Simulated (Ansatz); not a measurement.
## Relative stability

The two ends of one reaction step of BNH₄Cl₃F, singlet (PBE0-D4/def2-TZVP).

A:

B1  (-1.049, -0.611, -0.536)
Cl2  (1.588, 1.991, -1.751)
Cl3  (-0.387, -1.608, -1.807)
Cl4  (-2.176, 0.672, -0.895)
H5  (0.774, 0.191, 1.000)
N6  (-0.640, -0.827, 0.803)
H7  (1.760, 1.607, -0.530)
F8  (1.543, 0.736, 1.124)
H9  (-0.211, -1.710, 1.043)
H10  (-1.201, -0.440, 1.549)
(Å)

B:

```
10
angstrom
B -0.6163 -0.0730 -0.8216
Cl 0.1869 1.5849 -1.1124
Cl 0.2206 -1.4054 -1.7314
Cl -2.4135 0.0030 -1.0928
H 0.5936 -0.3329 0.9766
N -0.4026 -0.3858 0.7345
H 1.8592 1.0533 0.0396
F 2.2397 0.5864 0.7664
H -0.7546 -1.3179 0.9393
H -0.9130 0.2874 1.3018
```

Computed with Ansatz 0.2.0 (basis: def2-TZVPP); correlated methods freeze the cores. B3LYP uses VWN-RPA correlation.

(1) Which structure is lower at CCSD(T), and by how much? (An estimate is asked for; the value comes from the calculation.)

T1 diagnostic: at most 0.010.

Answers

(1) Computed: B, by 0.677 eV (electronic energy, against the other). By their contacts, A is a complex of BNH₂Cl₂ ([NH2][B]([Cl])[Cl]) + HCl + HF and B is a complex of BNH₃Cl₃ ([NH3][B]([Cl])([Cl])[Cl]) + HF.

All methods give the same order:

| method | E(B) − E(A) (eV) |
| --- | --- |
| SPW92 | -0.916 |
| PBE-D4 | -0.675 |
| BLYP-D4 | -0.508 |
| r2SCAN-D4 | -0.699 |
| B97M-V | -0.628 |
| PBE0-D4 | -0.747 |
| B3LYP-D4 | -0.568 |
| r2SCAN0-D4 | -0.752 |
| BHLYP-D4 | -0.632 |
| CAM-B3LYP-D4 | -0.602 |
| wB97X-V | -0.723 |
| wB97M-V | -0.718 |
| B2PLYP | -0.579 |
| PBE-QIDH | -0.799 |
| RPA on PBE | -0.626 |
| HF | -0.411 |
| MP2 | -0.771 |
| CCSD | -0.639 |
| CCSD(T) | -0.677 |

Labels in which every atom is bracketed show which atoms are joined, not bond orders.

For scale, one of the runs: CCSD(T)/def2-TZVPP, 275 basis functions, launched by `ansatz run in.yaml --threads 8 --pin off --events-out ev --progress --plain --max-ram 19148MiB`. Hardware: 8 CPU threads of an Arm Neoverse V1, shared host. Wall time 3.9 min; peak host memory 7.5 GiB.
